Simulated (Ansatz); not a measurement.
ClH5N2OTi (`[NH2][Ti]([NH2])([OH])[Cl]`), 10 atoms. Total charge 0; spin multiplicity 1. Correlated methods include outer-core shells of Ti, which these sets cover unevenly. Scalar relativity is left out up to krypton. All runs use 4 threads of an Intel Xeon Platinum 8488C on a shared host. Correlated methods freeze the cores.

Problem. Give the basis size and wall time and peak host memory of each of these runs in Ansatz. RHF-CCSD(T)/def2-TZVPP energy; RKS ωB97M-V/def2-SVP energy; RHF-MP2/def2-QZVPP energy; RKS PBE0-D4/def2-TZVP relaxation (11 steps); RKS BLYP-D4/def2-TZVPP energy; RHF-CCSD(T)/def2-SVP energy; RKS PBE0-D4/def2-TZVP frequencies; RKS HSE06 (plane-wave form)-D4/def2-TZVPP energy; direct RPA on PBE orbitals/def2-TZVPP energy; RKS PBE0-D4/def2-TZVPP energy; RKS PBE0-D4/def2-SVP energy; RKS ωB97M-V/def2-QZVPP energy. (Best estimate.)

Solution. Computed: Other jobs shared the machine, so times are rough.

| level | job | functions | wall time | peak host memory (GiB) |
| --- | --- | --- | --- | --- |
| RKS PBE0-D4/def2-SVP | energy | 116 | 1.6 s | 0.47 |
| RKS BLYP-D4/def2-TZVPP | energy | 269 | 1.9 s | 0.42 |
| RKS PBE0-D4/def2-TZVPP | energy | 269 | 3.2 s | 0.84 |
| RKS HSE06 (plane-wave form)-D4/def2-TZVPP | energy | 269 | 3.4 s | 0.89 |
| RKS ωB97M-V/def2-SVP | energy | 116 | 5.5 s | 0.47 |
| direct RPA on PBE orbitals/def2-TZVPP | energy | 269 | 5.5 s | 0.8 |
| RHF-CCSD(T)/def2-SVP | energy | 116 | 7 s | 0.69 |
| RKS ωB97M-V/def2-QZVPP | energy | 484 | 18 s | 2.4 |
| RHF-MP2/def2-QZVPP | energy | 484 | 19 s | 3 |
| RKS PBE0-D4/def2-TZVP | relaxation (11 steps) | 205 | 35 s | 0.64 |
| RKS PBE0-D4/def2-TZVP | frequencies | 205 | 2.4 min | 0.65 |
| RHF-CCSD(T)/def2-TZVPP | energy | 269 | 3.4 min | 7.4 |
